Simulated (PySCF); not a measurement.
# Computed properties of H₂IInO₂, SMILES [OH][In]([OH])[I]

In(I)(OH)2 (H2IInO2), SMILES [OH][In]([OH])[I]. Coordinates come from a B3LYP-D3(BJ)/def2-SVP optimisation. The def2 effective core potentials stand for the cores of I, In; spin–orbit coupling is left out. One conformer was computed; it need not be the lowest. All values are computed for the isolated molecule unless a solvent is named; none is compared with measurement here.

**Structure.** The optimised structure has Cs symmetry. All 12 harmonic modes at B3LYP-D3(BJ)/def2-SVP (PySCF) are real, so it is a minimum. With heavy atoms numbered as in [In:1]([I:2])([OH:3])[OH:5], the shortest bond between them is In1–O3 at 1.997 Å and the longest In1–I2 at 2.676 Å.

**Vibrations.** The strongest infrared lines (harmonic, unscaled, degenerate partners summed) lie at 265 cm⁻¹ (189 km/mol, H 93 %), 846 cm⁻¹ (93 km/mol, H 93 %), 3802 cm⁻¹ (73 km/mol, H 94 %). The softest mode is at 83 cm⁻¹ and the zero-point energy is 16.5 kcal/mol.

**Electronic structure.** PBE0/def2-TZVP (PySCF) places the frontier levels at -7.95 and -2.54 eV, a gap of 5.41 eV, and gives a dipole moment of 1.31 D and a mean polarisability of 75.0 bohr³.

**Excitations.** TDA-B3LYP/def2-SVPD (PySCF) has S1 at 3.87 eV (320 nm, f = 0.016, weak); the most intense of the 10 singlets computed lies at 6.05 eV (f = 0.31). T1 (TDA) is at 3.48 eV, 0.39 eV under S1. No vertical singlet excitation falls in the visible range (under 3.1 eV).
